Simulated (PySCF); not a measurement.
**Bonding in `C/C=P/CCC#N`**

Compound: C5H8NP.
SMILES with atom numbers: `[CH3:1]/[CH:2]=[P:3]/[CH2:4][CH2:5][C:6]#[N:7]` (hydrogens: H8, H9, H10 on C1; H11 on C2; H12, H13 on C4; H14, H15 on C5)

Geometry (GFN2-xTB, Å), atoms numbered from 1 in this order:
```xyz
15
C5H8NP angstrom
C      3.1346   -0.5335    0.1077
C      1.7410   -0.0170    0.1770
P      0.4070   -0.9196   -0.2705
C     -0.9566    0.3326    0.0717
C     -2.3312   -0.2548   -0.2665
C     -3.3654    0.7109    0.0005
N     -4.1627    1.5000    0.2212
H      3.5974   -0.5096    1.0956
H      3.1592   -1.5546   -0.2659
H      3.7399    0.0949   -0.5477
H      1.6330    0.9983    0.5414
H     -0.7780    1.2286   -0.5283
H     -0.9239    0.6158    1.1269
H     -2.5214   -1.1491    0.3345
H     -2.3773   -0.5350   -1.3233
```

Bond orders from the PBE0/pcSseg-1 density (PySCF). Isolated species at its GFN2-xTB geometry (one conformer only).

(1) How far do the computed orders between heavy atoms stray from the drawn ones?

(2) Set the Mayer orders of the bonds between heavy atoms beside their lengths.

## Answers

(1) The largest departure is 0.170, at C2–P3 (drawn double, 1.830).

(2) 
```
 bond  drawn as  length (Å)  Mayer order
C1–C2    single       1.488        1.062
C2–P3    double       1.672        1.830
P3–C4    single       1.883        0.906
C4–C5    single       1.533        1.007
C5–C6    single       1.440        1.023
C6–N7    triple       1.143        3.070
```

By pair of heavy elements: C–C: lowest C4–C5 (1.007, 1.533 Å), highest C1–C2 (1.062, 1.488 Å); in 1 of the 3 pairs the longer bond (by over 0.003 Å) has the higher order (by 0.02 or more). C–P: lowest P3–C4 (0.906, 1.883 Å), highest C2–P3 (1.830, 1.672 Å).

Q: And the bonds to hydrogen?

A: C–H: 0.92 to 0.96 (8 bonds).

Q: Sum the orders of all bonds at each heavy atom with more than one neighbour and set the sums beside the valence in the SMILES.

A: C1 3.914 (drawn 4), C2 3.825 (drawn 4), P3 2.736 (drawn 3), C4 3.788 (drawn 4), C5 3.872 (drawn 4), C6 4.093 (drawn 4). Orders between atoms that aren't bonded are not in these sums.

For a closed shell the Mayer order of atoms A and B is Σ (PS)μν (PS)νμ over the basis functions μ on A and ν on B, with P the density and S the overlap matrix.
